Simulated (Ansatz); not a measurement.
N2, charge +1, doublet, geometry from GFN2-xTB (a state made from the parent by changing its charge; the spin is typed, not shown lowest); PBE0/pcseg-1 in Ansatz (an electronic-structure program).

Input for Ansatz:
Ansatz 0.2 input:
```yaml
crystal:
  periodic: [false, false, false]
  atoms:
    - {symbol: N, position_ang: [-0.00000000, -0.00000000, -0.53414776]}
    - {symbol: N, position_ang: [0.00000000, 0.00000000, 0.53414776]}
basis:
  gaussian:
    orbitals: pcseg-1.json
hamiltonian:
  xc: pbe0
total_charge: 1
magnetization: {spin_polarized: true, initial_magnetization: 1}
```
The basis file holds pcseg-1 in the JSON format of the Basis Set Exchange.

It wrote (shortened):

```
Functional definition: PBE0
274 factors; integrals over basis functions are off by at most 6.0e-4 eV
mean field evaluation 1: about -2958.6731 eV, gradient 2.0e1 eV
mean field evaluation 2: about -2960.0299 eV, gradient 1.0e1 eV
mean field evaluation 4: about -2960.4875 eV, gradient 2.0e-2 eV
mean field evaluation 8: about -2960.4855 eV, gradient 1.8e-3 eV
mean field evaluation 16: about -2960.3131 eV, gradient 1.3e0 eV
mean field -2960.48551267 eV, -108.7958359013 hartree, gradient 6.3e-6 eV, S^2 0.753612; 1 other end points of the search recorded, 0 dependent functions left out
reference -2960.48552015 eV, -108.7958361763 hartree; 7, 6 occupied and 21, 22 virtual orbitals, 274 factors
Total energy: -2960.48552015 eV, -108.7958361763 hartree
```
